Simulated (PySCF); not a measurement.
BiF3 (SMILES [F][Bi]([F])[F]), singlet, geometry from GFN2-xTB (such geometries of metal compounds can be far from the true shape) (core potentials on Bi). Base run: B3LYP/def2-SVP (PySCF).

PySCF was given this input:
```python
from pyscf import gto, scf, dft, solvent

mol = gto.Mole()
mol.atom = '''
    Bi    0.005293   -0.004403    0.272944
    F    -1.346022   -1.027434   -0.830057
    F    -0.252491    1.685405   -0.807497
    F     1.549699   -0.617361   -0.879597
'''
mol.basis = 'def2-svp'
mol.ecp = {'Bi': 'def2-svp'}
mol.charge = 0
mol.spin = 0
mol.verbose = 4
mol.build()

mf = dft.RKS(mol)
mf.xc = 'b3lyp'
mf.kernel()
mf.analyze()
```

Each row names what was changed in the base input (with any setting that the change needs).

```
change                                                     ΔE vs base (kcal/mol)  dipole (D)  HOMO-LUMO gap (eV)
---------------------------------------------------------  ---------------------  ----------  ------------------
base                                                                       0.000        5.49                7.49
model = COSMO; solvent = 2-propanol                                       -13.56        6.69                7.88
model = IEF-PCM; solvent = 2-propanol; vdw_scale = 1.4                     -8.09        6.28                7.74
model = IEF-PCM; solvent = 2-propanol; vdw_scale = 1.0                    -27.30        7.43                8.14
model = ddCOSMO; solvent = 2-propanol                                     -14.53        6.76                7.90
model = C-PCM; solvent = 2-propanol                                       -13.98        6.72                7.89
model = IEF-PCM; solvent = 2-propanol; vdw_scale = 1.1                    -18.77        7.01                7.99
model = IEF-PCM; solvent = dimethylsulfoxide                              -14.37        6.76                7.90
model = IEF-PCM; solvent = 2-propanol; lebedev_order = 11                 -13.60        6.68                7.87
model = IEF-PCM; solvent = chloroform                                     -10.22        6.39                7.79
model = IEF-PCM; solvent = 2-propanol; r_probe = 0.5                       -6.90        6.18                7.71
model = IEF-PCM; solvent = 2-propanol                                     -13.63        6.69                7.88
```

The base is the gas phase, so ΔE is the electrostatic part of solvation at a fixed geometry, without cavity and dispersion terms.
